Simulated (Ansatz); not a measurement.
BH₃OSiZn (`O[B]1[SiH2][Zn]1`), charge 0, multiplicity 1.

(1) Give a relaxed structure at PBE0-D4/def2-TZVP (Ansatz). (Estimate.)

## Answers

(1) The calculation gave: 
Z-matrix (Å, degrees):
```
Si
B 1 1.921
Zn 1 2.849 2 54.2
H 1 1.498 2 104.5 3 46.7
H 1 1.505 2 112.4 3 162.5
O 2 1.326 1 146.4 3 135.3
H 6 0.960 2 117.5 1 160.7
```
